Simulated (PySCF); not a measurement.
**Se (selenium, neutral): UHF calculation**

Configuration: [Ar] 3d10 4s1 4p4 4d1, one real determinant (an excited configuration). Computed with PySCF 2.14 in aug-cc-pwCVTZ-PP with ECP10MDF (8s7p6d4f1g, 96 functions), with scalar relativity through the core potential.

| Item | Value |
| --- | --- |
| Total energy | -371.191272 hartree |
| One-electron energy | -651.0218 hartree |
| Hartree (Coulomb) energy | 307.4922 hartree |
| Exchange energy | -27.6617 hartree |
| ⟨S²⟩ | 6.0177 |
| ⟨L²⟩ | 8.043 |
| Sum of ⟨r⟩ | 25.23 bohr |
| Sum of ⟨r²⟩ | 50.31 bohr² |
| Traceless quadrupole moment −½Σ⟨3z² − r²⟩ along its main axis | 2.49 e·bohr² |

| shell | electrons | mean orbital energy (eV) | spread (eV) | rms radius, mean of both spins (bohr) |
| --- | --- | --- | --- | --- |
| 3s α | 1 | -248.29 | 0 | 0.615 |
| 3s β | 1 | -246.96 | 0 | 0.615 |
| 3p α | 3 | -190.61 | 0.424 | 0.637 |
| 3p β | 3 | -189.64 | 0.150 | 0.637 |
| 3d α | 5 | -76.346 | 0.586 | 0.687 |
| 3d β | 5 | -75.657 | 0.130 | 0.687 |
| 4s α | 1 | -31.087 | 0 | 1.89 |
| 4p α | 3 | -15.828 | 1.721 | 2.35 |
| 4p β | 1 | -10.098 | 0 | 2.35 |
| 4d α | 1 | -1.367 | 0 | 4.10 |

⟨L²⟩ = 8.04 against 12 for a pure F term, so this real determinant mixes terms. Energies and moments cover only the electrons outside the core potential. The outer electron is Rydberg-like, and this basis confines it to a smaller radius and binds it less than a complete one would.
